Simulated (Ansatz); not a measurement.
Geometry optimisation, RKS r2SCAN-D4/def2-SVP (Ansatz).

input.yaml

```yaml
crystal:
  periodic: [false, false, false]
  atoms:
    - { symbol: Ga, position_ang: [0.0, 0.0, 0.0] }
    - { symbol: H, position_ang: [0.0, 0.0, 1.92] }
    - { symbol: "N", position_ang: [1.6714, 0.0, -0.965] }
    - { symbol: H, position_ang: [2.138, -0.9179, -1.2168] }
    - { symbol: H, position_ang: [2.1227, 0.9179, -1.2432] }
    - { symbol: "N", position_ang: [-1.6714, 0.0, -0.965] }
    - { symbol: H, position_ang: [-2.3403, -0.8164, -0.8664] }
    - { symbol: H, position_ang: [-1.9204, 0.8164, -1.5936] }
    - { symbol: Cl, position_ang: [0.1138, 2.4077, 0.8009] }
    - { symbol: H, position_ang: [0.0466, 0.985, 1.9581] }
basis:
  gaussian: { orbitals: def2-SVP }
hamiltonian:
  xc: r2scan
  dispersion: d4
relax:
  f_tol: 0.15
  max_steps: 25
  restrain:
    - { distance: [0, 8], at: 2.24, k: 30.0 }
    - { distance: [9, 1], at: 0.66, k: 30.0 }
    - { distance: [0, 1], at: 2.77, k: 30.0 }
    - { distance: [9, 8], at: 2.57, k: 30.0 }
output:
  orbitals: {}
```

Launched with:

```bash
$ ansatz run input.yaml --threads 4 --pin off --max-ram 5120MiB --backend cpu --events-out ev --progress --plain --runs-dir out
```

Problem. Where does it end, and by what steps?

Solution. The run converged. The restraints hold the end off the free minimum; the threshold counts their pulls, which the force column leaves out. Restrained pairs: Ga1–Cl9 (2.54 → 2.22 Å), H2–H10 (0.99 → 0.72 Å), Ga1–H2 (1.92 → 2.77 Å), Cl9–H10 (1.84 → 2.58 Å). After 9 steps the energy has fallen by 2.594 eV (the restraints' own energy left out); H8 moved furthest, 0.97 Å.

```json
{"step": "0", "energy less start (eV)": "0.0000", "largest force component (eV/Å)": "2.481", "accepted": "yes"}
{"step": "1", "energy less start (eV)": "-0.8338", "largest force component (eV/Å)": "3.158", "accepted": "yes"}
{"step": "2", "energy less start (eV)": "-1.4722", "largest force component (eV/Å)": "3.132", "accepted": "yes"}
{"step": "3", "energy less start (eV)": "-1.9269", "largest force component (eV/Å)": "3.203", "accepted": "yes"}
{"step": "4", "energy less start (eV)": "-2.1696", "largest force component (eV/Å)": "2.256", "accepted": "yes"}
{"step": "5", "energy less start (eV)": "-2.3233", "largest force component (eV/Å)": "1.653", "accepted": "yes"}
{"step": "6", "energy less start (eV)": "-2.4491", "largest force component (eV/Å)": "1.367", "accepted": "yes"}
{"step": "7", "energy less start (eV)": "-2.5320", "largest force component (eV/Å)": "1.477", "accepted": "yes"}
{"step": "8", "energy less start (eV)": "-2.5766", "largest force component (eV/Å)": "1.613", "accepted": "yes"}
{"step": "9", "energy less start (eV)": "-2.5936", "largest force component (eV/Å)": "1.728", "accepted": "yes"}
```

```xyz
10
Properties=species:S:1:pos:R:3
Ga 0.029 0.683 -0.584
H -0.001 0.054 2.115
N 1.630 -0.120 -0.790
H 1.774 -0.831 -1.498
H 2.473 0.424 -0.641
N -1.588 0.061 -1.085
H -1.786 -0.929 -1.178
H -2.414 0.578 -0.799
Cl 0.046 2.713 0.305
H -0.002 0.761 1.984
```

Time of the run: 28 s on 4 threads of Arm Neoverse V1 (shared host), peak memory 0.19 GiB.
